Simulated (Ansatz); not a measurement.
AuCl₂, that is [AuCl2]- with one electron fewer. Total charge 0; doublet. Geometry B3LYP-D4/def2-TZVPD; atoms count from 1.

Cartesian coordinates in Å:
```
Au 0.0000 0.0000 0.0000
Cl 0.9198 -0.6132 1.9381
Cl -0.9198 0.6132 -1.9381
```

In the def2 sets Au takes a core potential; there is no spin–orbit coupling. No other spin state of charge 0 was run.

Q: Estimate the Mulliken populations from the PBE0/def2-TZVPD orbitals of Ansatz.

A: 
```
atom  charge (e)  spin (α − β)  d electrons
 Au1        0.40          0.33         9.35
 Cl2       -0.20          0.34            –
 Cl3       -0.20          0.34            –
```
Mulliken values and Mayer orders depend strongly on the basis. With diffuse functions, as here, like atoms can get unlike values, and bond orders can come out too low or too high.

Q: Where does the spin sit?

A: Summed by element: Au 0.33, Cl 0.67, of 1 unpaired in all. Largest on single atoms: Cl2 0.34, Cl3 0.34, Au1 0.33.

Q: And the Mayer bond orders between bonded heavy atoms (over 0.3)?

A: Au1–Cl2 0.95 (2.23 Å); Au1–Cl3 0.95 (2.23 Å).
